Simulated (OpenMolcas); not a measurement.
## How basis sets differ on AlNH2ClF (SMILES [NH2][Al]([F])[Cl])

AlNH2ClF has 6 atoms, charge 0, and is taken as a singlet. SMILES: `[NH2][Al]([F])[Cl]`. The shape is that of a PBE0-D4/def2-TZVP optimisation.

Quantity: the HOMO–LUMO gap, in eV. The values are calculated.

| level | kind | program | value (eV) | CPU time |
| --- | --- | --- | --- | --- |
| HF/ANO-S-MB | Hartree–Fock | OpenMolcas | 14.65 | 1.6 s |
| HF/STO-3G | Hartree–Fock | OpenMolcas | 18.05 | 2.1 s |
| HF/3-21G | Hartree–Fock | OpenMolcas | 14.13 | 2.5 s |
| HF/def2-SVP | Hartree–Fock | OpenMolcas | 13.95 | 5 s |
| HF/6-31+G* (spherical functions) | Hartree–Fock | OpenMolcas | 12.57 | 9.3 s |
| HF/aug-cc-pVDZ | Hartree–Fock | OpenMolcas | 12.24 | 21 s |

The values span 12.24 to 18.05 eV. A Hartree–Fock LUMO above zero doesn't converge with the basis: it sinks as sets grow more diffuse. Orbital gaps aren't excitation energies. CPU times are rough (shared hosts, several kinds of processor): they show what a rung costs within a factor of a few.
